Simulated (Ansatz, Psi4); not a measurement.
**HOI (SMILES OI): from total energies to a heat of formation**

HOI has 3 atoms, charge 0, and is taken as a singlet. As SMILES, `OI`. Geometry: relaxed at PBE0-D4/def2-TZVP.

```xyz
3

O    -0.3762   -0.4676   -0.2534
I     1.2471    0.1302    0.6970
H    -0.8709    0.3375   -0.4436
```

Total energies at CAM-B3LYP/def2-TZVPP (core potential) (Psi4 1.11); the atoms run unrestricted:

| species | state | energy (Eh) |
| --- | --- | --- |
| HOI | singlet | -373.513357 |
| O | triplet | -75.073255 |
| I | doublet | -297.687301 |
| H | doublet | -0.498811 |

Harmonic wavenumbers at PBE0-D4/def2-TZVP, in cm⁻¹: 614, 1100, 3843.

Measured heats of formation of the gaseous atoms at 298.15 K, in kJ/mol: O 249.2, I 106.8, H 218.0. Spin-orbit lowering of the atoms at 298 K (mean of the ground term's levels less their thermal mean, from spectra), in kJ/mol: O 0.40, I 30.32. Take 1 Eh = 2625.50 kJ/mol, 1 cm⁻¹ = 0.0119627 kJ/mol, RT = 2.479 kJ/mol.

Question: What heat of formation follows?

Answer: 
1. Electronic atomisation energy: (-75.073255) + (-297.687301) + (-0.498811) − (-373.513357) = 0.253990 Eh = 666.9 kJ/mol.
2. Zero-point energy: half the sum of the wavenumbers, 2778.5 cm⁻¹ = 33.2 kJ/mol.
3. Thermal vibrational enthalpy, Σ hcν̃/(exp(hcν̃/kT) − 1): 0.5 kJ/mol. Translation, rotation and pV of a non-linear molecule: 4 RT = 9.9 kJ/mol.
4. The 3 free atoms carry 5/2 RT each: 18.6 kJ/mol.
5. Spin-orbit coupling lowers the free atoms by 0.40 + 30.32 = 30.7 kJ/mol.
6. Atomisation enthalpy at 298 K: 666.9 − 30.7 − 33.2 − 0.5 − 9.9 + 18.6 = 611.2 kJ/mol.
7. Sum of the atoms' heats of formation: 574.0 kJ/mol. Heat of formation: 574.0 − 611.2 = -37.2 kJ/mol.

The tabulated value is -61.3 kJ/mol (Active Thermochemical Tables), so this level is off by +24.1 kJ/mol, or 3.8 % of the atomisation enthalpy that the table implies (635.3 kJ/mol). The molecule's own second-order spin-orbit lowering, which matters beside iodine, is left out. Anharmonicity and any spin-orbit splitting of the molecule are left out.
